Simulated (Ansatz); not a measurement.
`BN=CSC` + `C[SiH](O)Br` → `BO[SiH](C)Br` + `CSC=N`  (ligand exchange at a B–N bond)

Program: Ansatz. Geometries: PBE0-D4/def2-TZVP. ΔE: electronic, gas phase. CCSD(T)/CBS is the MP2 limit (def2-TZVPP, def2-QZVPP) plus CCSD(T) − MP2 in def2-TZVPP, frozen cores. Functionals use def2-TZVPP. B3LYP here is the variant with VWN-RPA as its local correlation; programs differ in this. For Br outer-core shells are correlated without core-valence functions, which leaves a few kJ/mol of doubt a bond. Scalar relativity is left out up to krypton. Each species was taken in one conformer, which may not be the lowest.

CCSD(T)/CBS gives -20.2 kJ/mol.

Task: Another level gave -18.2 kJ/mol. Which?
A. PBE/def2-TZVPP
B. MP2/def2-TZVPP
C. B3LYP/def2-TZVPP
D. CCSD/def2-TZVPP

Result: B. MP2/def2-TZVPP -18.2, PBE 2.3, B3LYP -9.8, CCSD/def2-TZVPP -24.4 kJ/mol.

Largest T1 diagnostic among the species: 0.015.

In def2-TZVPP, CCSD(T) changes the Hartree–Fock value by +18.9 kJ/mol (the triples alone add +3.4 kJ/mol) and MP2 by +21.7 kJ/mol. From PBE to PBE0 (25 % exact exchange), in def2-TZVPP and without D4, ΔE moves by −9.0 kJ/mol.
